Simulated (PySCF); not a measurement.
## Correlation energy of F²⁺ (fluorine, charge +2)

[He] 2s2 2p3, high-spin 4S determinant. All numbers are calculated (PySCF 2.14, the non-relativistic Hamiltonian (point nucleus), in def2-TZVP (5s3p2d1f, 31 functions)). Frozen: 1s2; 5 electrons correlated.

MP2 pair energies summed by pair of shells (mhartree):

```tsv
pair	energy	share (%)
2s-2p	-64.60	66.6
2p-2p	-23.02	23.7
2s-2s	-9.43	9.7
```

Total MP2 correlation energy: -97.06 mhartree.

Same-spin part -27.96 and opposite-spin part -69.10 mhartree; SCS-MP2 scales them by 1/3 and 6/5 to -92.23 mhartree.

```tsv
level	correlation energy (mhartree)
CCSD	-111.34
(T)	-1.13
CCSD(T)	-112.47
```

Diagnostics: T1 = 0.0028, D1 = 0.0061, largest double amplitude 0.033.

Question: Is a single reference adequate?

Answer: Yes: T1 lies below 0.03 and no double amplitude reaches 0.07.
